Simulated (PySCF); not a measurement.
Bond curve of MoS

Set-up: basis Mo x2c-TZVPPall, S x2c-TZVPPall; spin-free X2C with a Gaussian nucleus; PySCF 2.14. Energies in eV from Mo (4d5 5s1) + S in their ground configurations at the same level. State: ⁵Π (quintet), unpaired electrons σ ↑, π ↑, δ ↑↑.

All columns are PBE0. A positive dipole means Mo(−)S(+).

| R (Å) | E (eV) | μ (D) | Mulliken charge on Mo (basis-dependent) | HOMO (eV) | LUMO (eV) | Mayer bond order | ⟨S²⟩ |
| --- | --- | --- | --- | --- | --- | --- | --- |
| 1.836 | -2.181 | -2.69 | 0.27 | -4.73 | -2.60 | 2.70 | 6.04 |
| 1.921 | -3.015 | -3.19 | 0.28 | -4.93 | -2.79 | 2.58 | 6.05 |
| 2.007 | -3.457 | -3.67 | 0.28 | -5.13 | -2.98 | 2.48 | 6.09 |
| 2.071 | -3.601 | -4.01 | 0.28 | -5.25 | -3.11 | 2.39 | 6.13 |
| 2.135 | -3.631 | -4.30 | 0.28 | -5.35 | -3.23 | 2.29 | 6.19 |
| 2.199 | -3.580 | -4.54 | 0.28 | -5.43 | -3.32 | 2.18 | 6.27 |
| 2.284 | -3.433 | -4.78 | 0.29 | -5.51 | -3.38 | 1.99 | 6.41 |
| 2.391 | -3.182 | -4.97 | 0.29 | -5.59 | -3.40 | 1.74 | 6.59 |
| 2.519 | -2.846 | -5.15 | 0.31 | -5.65 | -3.34 | 1.47 | 6.77 |
| 2.690 | -2.396 | -5.38 | 0.32 | -5.70 | -3.23 | 1.21 | 6.94 |

A fit through these points gives, at Re = 2.123 Å, μ = -4.25 D and dμ/dR = -4.34 D/Å; the reduced mass is 24.1 u.

Problem. How strong is the fundamental in the double-harmonic approximation, I = 42.26·(dμ/dR)²/μred km/mol?

Solution. I = 42.26·(-4.34)²/24.1 = 33.0 km/mol at PBE0.

The metal atom is held in its measured ground configuration; semilocal functionals can put another filling of s and d lower by some tenths of an eV, and De to that atom would be smaller. ⟨S²⟩ of the unrestricted solution departs from its pure value on part of the curve, where spin states mix. These are scalar-relativistic numbers at best; spin–orbit coupling would shift them, the dissociation energy most. The state is the lowest single determinant that the PBE0 search found; with open d or f shells the true ground state can be another one.
